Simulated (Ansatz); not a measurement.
Total energies of Si(vinyl)(OMe)3 (C₅H₁₂O₃Si) from Ansatz at PBE-D4/def2-TZVP, gas phase (1 Eh = 27.2114 eV = 2625.5 kJ/mol). The reference geometry is relaxed at PBE-D4/def2-SVP.

| state | geometry | energy (Eh) |
| --- | --- | --- |
| charge 0 singlet | reference | -712.54640 |
| charge 1 doublet | reference | -712.22134 |
| free Si atom (triplet) | – | -289.22285 |
| free C atom (triplet) | – | -37.79597 |
| free H atom (doublet) | – | -0.49962 |
| free O atom (triplet) | – | -75.00967 |

Problem. Work out the vertical ionisation energy to the doublet.

Solution. E(charge 1 doublet) − E(charge 0 singlet) = -712.22134 − (-712.54640) = 0.32506 Eh = 8.85 eV. For comparison, −ε of the highest occupied level is 6.36 eV at this level, 2.49 eV less.

Problem. What is the binding energy per atom against free atoms?

Solution. Atoms: 1 × (-289.22285) + 5 × (-37.79597) + 12 × (-0.49962) + 3 × (-75.00967) = -709.22715 Eh. Binding: -709.22715 − (-712.54640) = 3.31925 Eh = 90.32 eV, or 4.30 eV for each of 21 atoms (no zero-point energy, no counterpoise term).
